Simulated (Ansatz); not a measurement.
Total energies of the cluster TaO2 (the lowest doublet isomer of a short search) from Ansatz at PBE0-D4/def2-TZVP, gas phase (1 Eh = 27.2114 eV = 2625.5 kJ/mol). The reference geometry is relaxed at PBE0-D4/def2-TZVP.

```csv
atom,x (Å),y (Å),z (Å)
Ta1,0.5312,-0.2184,0.3901
O2,0.6036,0.4205,-1.2043
O3,-1.1348,-0.2021,0.8142
```

```tsv
state	geometry	energy (Eh)
charge 0 doublet	reference	-207.40148
charge 1 singlet	reference	-207.08209
charge 1 singlet	relaxed at PBE0-D4/def2-TZVP	-207.08435
charge 0 quartet	relaxed at PBE0-D4/def2-TZVP	-207.29454
free Ta atom (quartet)	–	-56.82257
free O atom (triplet)	–	-75.01860
```

In the def2 sets Ta takes a core potential; there is no spin–orbit coupling.

Task: Work out the vertical ionisation energy to the singlet.

Result: E(charge 1 singlet) − E(charge 0 doublet) = -207.08209 − (-207.40148) = 0.31939 Eh = 8.69 eV. For comparison, −ε of the highest occupied level of the spin that leaves is 6.66 eV at this level, 2.03 eV less.

Task: How much does the charge 1 singlet relax, and what is the adiabatic ionisation energy?

Result: Relaxation: -207.08209 − (-207.08435) = 0.00226 Eh = 0.06 eV. Adiabatic ionisation energy: 0.31713 Eh = 8.63 eV, without zero-point energy. 

Task: Which of the charge 0 states is lowest, and how far above it are the others?

Result: The doublet. quartet: -207.29454 − (-207.40148) = 0.10694 Eh = 280.8 kJ/mol.

Task: What is the binding energy per atom against free atoms?

Result: Atoms: 1 × (-56.82257) + 2 × (-75.01860) = -206.85977 Eh. Binding: -206.85977 − (-207.40148) = 0.54171 Eh = 14.74 eV, or 4.91 eV for each of 3 atoms (no zero-point energy, no counterpoise term).

The restricted singlet is unstable towards broken spin symmetry in Hartree–Fock (as tested in another run); at PBE0-D4/def2-TZVP this wasn't settled. 

The structure comes from a short search, and lower isomers may exist.
